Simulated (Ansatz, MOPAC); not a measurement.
Breaking a bond: H4OSi, SMILES O[SiH3]. The O2–H6 bond (O2 also carries Si; H6 carries nothing else) is stretched with both fragments frozen at the PBE0/def2-TZVP optimised geometry.

Levels: UCCSD = Ansatz (an electronic-structure program) with CCSD on UHF/cc-pVTZ, frozen core; PM7, restricted, heats of formation (MOPAC); RMP2 = MP2 on RHF/cc-pVTZ, frozen core (Ansatz); UKS-PBE = unrestricted PBE/cc-pVTZ (Ansatz); RCCSD = Ansatz with CCSD on RHF/cc-pVTZ, frozen core.

Energies are in kJ/mol, each relative to the lowest point of its own curve near equilibrium.

| R / Å | UCCSD | PM7 | RMP2 | UKS-PBE | RCCSD |
|---|---|---|---|---|---|
| 0.77 | 143.2 | 58.8 | 146.5 | 153.5 | 143.2 |
| 0.81 | 79.1 | 36.4 | 81.6 | 87.4 | 79.1 |
| 0.86 | 29.8 | 16.7 | 31.5 | 35.5 | 29.8 |
| 0.91 | 5.9 | 4.9 | 6.7 | 8.7 | 5.9 |
| 0.92 | 3.4 | 3.4 | 4.1 | 5.7 | 3.4 |
| 0.96 | 0.0 | 0.1 | 0.0 | 0.0 | 0.0 |
| 0.98 | 1.5 | 0.0 | 1.2 | 0.3 | 1.5 |
| 1.01 | 7.0 | 1.0 | 6.3 | 4.1 | 7.0 |
| 1.06 | 23.1 | 8.4 | 21.7 | 17.1 | 23.1 |
| 1.10 | 40.6 | 18.4 | 38.7 | 32.1 | 40.6 |
| 1.18 | 83.2 | 47.0 | 80.7 | 69.9 | 83.2 |
| 1.30 | 156.2 | 105.9 | 153.2 | 136.0 | 156.2 |
| 1.42 | 230.5 | 175.7 | 227.3 | 203.5 | 229.8 |
| 1.59 | 328.5 | 278.7 | 324.5 | 291.9 | 324.5 |
| 1.73 | 395.9 | 358.8 | 393.8 | 354.8 | 390.1 |
| 1.91 | 457.2 | 449.4 | 467.2 | 414.6 | 456.4 |
| 2.13 | 493.1 | 539.7 | 533.7 | 453.7 | — |
| 2.33 | 504.8 | 604.1 | 574.5 | 472.3 | — |
| 2.62 | 510.3 | 673.9 | 606.1 | 486.3 | — |
| 2.85 | 511.8 | 714.5 | 612.5 | 492.0 | — |
| 3.35 | 513.0 | 774.1 | — | 497.4 | — |

At the longest distance, 3.35 Å, PM7 lies highest above its minimum (774.1 kJ/mol) and UKS-PBE lowest (497.4 kJ/mol).

A dash means that the run gave no value there, or that the column was ended at a point which the program doubted or which failed a test of continuity chosen for this set; such a test can also cut sound points.

The unrestricted determinant behind UCCSD is spin-contaminated at 1.42 to 3.35 Å (<S²> up to 1.0, against 0.00 for a pure singlet). The restricted form behind PM7, RMP2 keeps the bonding electrons paired and can't separate into open-shell fragments. The T1 diagnostic of CCSD on the restricted reference of RMP2, RCCSD exceeds 0.045 at 3.35 Å. The unrestricted determinant behind UKS-PBE is spin-contaminated at 1.91 to 3.35 Å (<S²> up to 1.0, against 0.00 for a pure singlet).
